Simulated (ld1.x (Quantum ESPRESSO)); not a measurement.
Before and after: TM semilocal potential for H

- Element: H (Z = 1)
- Generator: ld1.x (Quantum ESPRESSO) 7.5
- Type: norm-conserving Troullier–Martins (semilocal form)
- Functional: Wu–Cohen
- Relativity: scalar-relativistic
- Frozen core: none
- Valence charge: 1
- Reference configuration: 1s1
- Partial waves: 1s (bound): rc 1.00 bohr
- Local potential: the s channel
- Core correction: none

Change: wave 1s (bound): rc 1.00 bohr becomes 1s (bound): rc 0.84 bohr.

Cutoffs: the cutoffs (Ry, on a coarse ladder) from which the occupation-weighted sum of valence levels, in a spherical-Bessel basis at the reference potential, stays within 10 and 1 mRy of its value at 400 Ry; they do not see the model core or the augmentation charge, which bear on the density cutoff. Errors are all-electron minus pseudo energies relative to the spin-unpolarised reference configuration.

What does the change do?

The potential gets harder (25 Ry and 50 Ry → 30 Ry and 60 Ry); neither file shows a bound ghost. A smaller radius makes the pseudo-wave follow the all-electron one further in, where it bends more sharply, so more plane waves are needed. A semilocal file is local in each channel, so a ghost entry of none says nothing of the separable form that plane-wave codes build from it.

```tsv
quantity	base	changed
cutoff, loose	25 Ry	30 Ry
cutoff, tight	50 Ry	60 Ry
bound ghosts	none	none
error for 1s0.5, meV [ΔE 4.68 eV]	+0.6	+0.2
```
